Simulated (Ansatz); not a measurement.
Species: C3H7B, SMILES `BCC=C` (charge 0, multiplicity 1), formula C₃H₇B.

Q: How many basis functions does frozen-core CCSD(T)/cc-pVTZ // PBE0-D4/def2-TZVP in Ansatz (a program for electronic structure) use, how many core orbitals are frozen, and how many electrons are correlated?

A: 218 basis functions and 4 frozen orbitals, which leaves 22 correlated electrons. Core time is of the order of minutes.
